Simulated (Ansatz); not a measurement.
Total energies of `C=C[CH2][SnH]([CH3])[O]C`.

```xyz
19

C    -2.397   -1.007    0.500
C    -1.206   -1.308    1.006
C     0.022   -1.573    0.224
Sn    1.248    0.208    0.123
C     1.230    1.365    1.905
O     0.373    1.401   -1.185
C     0.221    0.988   -2.513
H    -2.563   -0.959   -0.572
H    -3.245   -0.796    1.140
H    -1.096   -1.332    2.089
H     0.631   -2.366    0.664
H    -0.202   -1.847   -0.810
H     2.811   -0.140   -0.508
H     0.196    1.530    2.207
H     1.706    2.327    1.715
H     1.763    0.852    2.706
H    -0.228    1.806   -3.086
H    -0.443    0.116   -2.614
H     1.179    0.735   -2.993
```

Charge 0, multiplicity 1. Correlated methods include outer-core shells of Sn, which these sets cover unevenly. Sn: def2 effective core potential. Geometry: relaxed with PBE0-D4/def2-TZVP. It is one conformer, not always the lowest. Basis def2-TZVPP, the Gaussian-basis code of Ansatz.

RPA on PBE orbitals: Hartree–Fock energy of these orbitals -484.53202 Eh, correlation -2.28359 Eh (frozen core).

```csv
functional,energy without D4 (Eh),D4 term (kJ/mol)
B97M-V,-487.34490,–
PBE0,-487.03295,-37.2
```

Question: Give the same for LDA (SPW92), PBE, revPBE, BLYP, r2SCAN, B3LYP, r2SCANh, r2SCAN0, HSE06 (plane-wave form), BHLYP, CAM-B3LYP, LC-ωPBE, ωB97X-V, ωB97M-V, B2PLYP, PBE-QIDH. (Best estimate.)

Answer: Ansatz gave: 
```
             functional  energy without D4 (Eh)  D4 term (kJ/mol)
            LDA (SPW92)              -484.59577                 –
                    PBE              -486.99022             -43.1
                 revPBE              -487.31433            -121.6
                   BLYP              -487.17454             -91.1
                 r2SCAN              -487.27584             -11.8
                  B3LYP              -487.44364             -68.4
                r2SCANh              -487.25173             -12.6
                r2SCAN0              -487.21744             -13.9
HSE06 (plane-wave form)              -487.01535             -35.0
                  BHLYP              -487.11816             -54.3
              CAM-B3LYP              -487.19874             -38.2
                LC-ωPBE              -487.22205                 –
                ωB97X-V              -487.25990                 –
                ωB97M-V              -487.17104                 –
                 B2PLYP              -486.90947                 –
               PBE-QIDH              -486.80203                 –
```

B3LYP takes the VWN-RPA correlation (the form of Gaussian; ORCA's B3LYP/G). HSE06 is the plane-wave form, built on full-range PBE exchange. The double hybrids freeze the cores in their second-order part.

LC-ωPBE has ω = 0.4 bohr⁻¹.
